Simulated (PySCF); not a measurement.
BGeH₅, SMILES [BH2][GeH3].

Coordinates come from a ωB97X-D3(BJ)/def2-TZVP optimisation.

Level of theory: PySCF with TDDFT-M06-2X/def2-SVPD.

Vertical excitations.  State labels are in the subgroup Cs.

Computed UV-visible absorptions:
| state | symmetry | energy (eV) | λ (nm) | f | main pairs |
|---|---|---|---|---|---|
| S1 | A' | 3.98 | 312 | 0.003 | HOMO→LUMO 97 % |
| S2 | A" | 5.28 | 235 | 0.001 | HOMO−1→LUMO 56 %, HOMO−3→LUMO 43 % |
| S3 | A" | 6.61 | 187 | 0.005 | HOMO−3→LUMO 55 %, HOMO−1→LUMO 43 % |
| S4 | A' | 6.67 | 186 | 0.064 | HOMO−2→LUMO 96 % |
| S5 | A' | 7.70 | 161 | 0.002 | HOMO→LUMO+1 96 % |
| S6 | A" | 8.26 | 150 | 0.009 | HOMO→LUMO+3 92 % |
| S7 | A' | 8.36 | 148 | 0.453 | HOMO→LUMO+2 92 % |
| S8 | A' | 8.49 | 146 | 0.026 | HOMO→LUMO+4 91 % |
| S9 | A" | 8.57 | 145 | 0.093 | HOMO−1→LUMO+1 86 % |
| S10 | A' | 8.89 | 139 | 0.212 | HOMO−2→LUMO+1 81 % |
| T1 | A' | 3.38 | 366 | 0 | HOMO→LUMO 97 % |
| T2 | A" | 4.82 | 257 | 0 | HOMO−3→LUMO 50 %, HOMO−1→LUMO 47 % |
| T3 | A' | 5.98 | 207 | 0 | HOMO−2→LUMO 95 % |
| T4 | A" | 6.36 | 195 | 0 | HOMO−1→LUMO 51 %, HOMO−3→LUMO 45 % |
Triplets are in the Tamm–Dancoff approximation, which puts them higher than full response would, so one can lie above its singlet here.
